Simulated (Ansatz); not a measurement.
Consider the redistribution: `C[SiH2]N[SiH](O)O` + `C=C[SiH2][SiH](F)F` → `C[SiH](F)N[SiH](O)O` + `C=C[SiH2][SiH2]F`.

Calculated with Ansatz (gas phase, PBE0-D4/def2-TZVP geometries, no zero-point term in ΔE). CCSD(T)/CBS adds triple-zeta CCSD(T) − MP2 to the extrapolated MP2 energy (def2 sets, frozen cores). Each species was taken in one conformer, which may not be the lowest.

`C[SiH2]N[SiH](O)O`:

Cartesian coordinates in Å:
```
C 1.509 1.883 -1.059
Si -0.089 0.920 -1.123
N 0.022 -0.578 -0.261
Si -0.942 -1.174 1.015
O -0.083 -1.631 2.343
O -1.691 -2.550 0.542
H 2.331 1.308 -1.494
H 1.418 2.814 -1.625
H 1.777 2.132 -0.030
H -1.188 1.694 -0.490
H -0.432 0.679 -2.553
H 0.679 -1.248 -0.639
H -1.896 -0.094 1.361
H 0.437 -0.959 2.784
H -1.855 -3.197 1.230
```

`C=C[SiH2][SiH](F)F`:

```xyz
12

C     1.099    1.302    1.615
C     1.127    0.281    0.763
Si    0.252    0.298   -0.878
Si   -1.500   -1.261   -0.825
F    -2.181   -1.392   -2.261
F    -0.907   -2.697   -0.461
H     1.599    1.261    2.579
H     0.578    2.227    1.386
H     1.668   -0.618    1.051
H     1.168   -0.071   -1.993
H    -0.317    1.651   -1.124
H    -2.585   -0.981    0.148
```

`C[SiH](F)N[SiH](O)O`:

Cartesian coordinates in Å:
```
C -2.574 0.451 0.192
Si -1.016 -0.330 -0.428
F -0.671 0.273 -1.886
N 0.297 0.017 0.614
Si 1.941 -0.459 0.383
O 2.065 -0.944 -1.175
O 2.933 0.765 0.829
H -3.393 0.284 -0.512
H -2.866 0.022 1.154
H -2.453 1.530 0.319
H -1.155 -1.785 -0.666
H 0.104 0.606 1.411
H 2.382 -1.594 1.210
H 1.585 -0.453 -1.847
H 2.821 1.617 0.403
```

`C=C[SiH2][SiH2]F`:

Cartesian coordinates in Å:
```
C 1.091 -2.051 0.362
C 0.916 -0.776 0.697
Si 0.536 0.564 -0.536
Si -1.624 1.415 -0.196
F -1.745 1.968 1.311
H 1.047 -2.385 -0.671
H 1.290 -2.820 1.105
H 0.972 -0.506 1.750
H 1.512 1.685 -0.426
H 0.600 0.000 -1.914
H -2.658 0.360 -0.368
H -1.936 2.544 -1.114
```

| species | CCSD/def2-TZVPP energy (Eh) |
| --- | --- |
| `C[SiH2]N[SiH](O)O` | -826.63621 |
| `C=C[SiH2][SiH](F)F` | -857.33801 |
| `C[SiH](F)N[SiH](O)O` | -925.85451 |
| `C=C[SiH2][SiH2]F` | -758.12450 |

(1) Work out ΔE.

Largest T1 diagnostic among the species: 0.013.

Results:

(1) ΔE = (-925.85451) + (-758.12450) − (-826.63621) − (-857.33801) = -0.00479 Eh = -12.6 kJ/mol. CCSD(T)/CBS gives -12.8 kJ/mol.
